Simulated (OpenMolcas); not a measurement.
Computed levels of 4s² 4p² in ions with 32 electrons, in cm-1 above ³P₀.

* Program: OpenMolcas 26.06
* Method: XMS-RASPT2, IPEA 0.25 Eh, imaginary shift 0.1 Eh
* Basis: ANO-RCC-VTZP
* Scalar Hamiltonian: DKH2, point nucleus
* Spin-orbit coupling: RASSI with atomic mean-field integrals over the reference wave functions, term energies averaged over their components

Active space for each ion: 4 electrons in 9 orbitals (RAS2 4s 4p; RAS3 4d, at most 2 electrons); closed shells correlated by CASPT2: 3d.

```
Level     Ge    As+   Br3+   Kr4+
  ³P₁    492    951   2330   3270
  ³P₂   1283   2320   5150   6900
  ¹D₂   8990  10220  16290  19500
  ¹S₀  19060  23290  34430  39830
```

Task: Estimate ³P₂, ¹D₂, ¹S₀ for Se2+ from its neighbours As+ and Br3+.

Result: ³P₂ is fine structure, which grows about as the fourth power of a screened charge, so the fourth roots are averaged: ((2320^0.25 + 5150^0.25) / 2)^4 = 3526. The calculation gives 3580, so the estimate is off by -1.5 %; the measured value is 3937 (Moore, Atomic Energy Levels, vol. II, NSRDS-NBS 35 (1971 reprint of NBS Circular 467, 1952)).
¹D₂ is another term, which grows about linearly with the charge: (10220 + 16290) / 2 = 13255. The calculation gives 13240, so the estimate is off by +0.1 %; the measured value is 13032 (Moore, Atomic Energy Levels, vol. II, NSRDS-NBS 35 (1971 reprint of NBS Circular 467, 1952)).
¹S₀ is another term, which grows about linearly with the charge: (23290 + 34430) / 2 = 28860. The calculation gives 29000, so the estimate is off by -0.5 %.

CASPT2 breaks the degeneracy within a term, and the mean is taken; among the terms shown or strongly mixed into the levels shown the widest spread is 27 cm-1 (4s² 4p² ³P, As+). Active for correlation alone: 4d; no level in the range computed is led by a configuration that fills it, so any true level of that kind is missing (holds for Ge; Br3+; Kr4+). Some terms miss by over 15 % even with CASPT2, which points to a basis or an active space too small for the shells correlated (holds for Ge). The run also gave levels led by 4s 4p² 4d, 4s² 4p 4d, which use shells meant for correlation; these and all levels above them are left out (holds for As+; Se2+). Measured partners are found by configuration, term and J. A level has none where our copy of the source lacks it or the pairing is in doubt (some pairs that miss far off the trend of their configuration count as doubtful), and it then counts in no deviation. Levels of configurations outside the active space are missing.
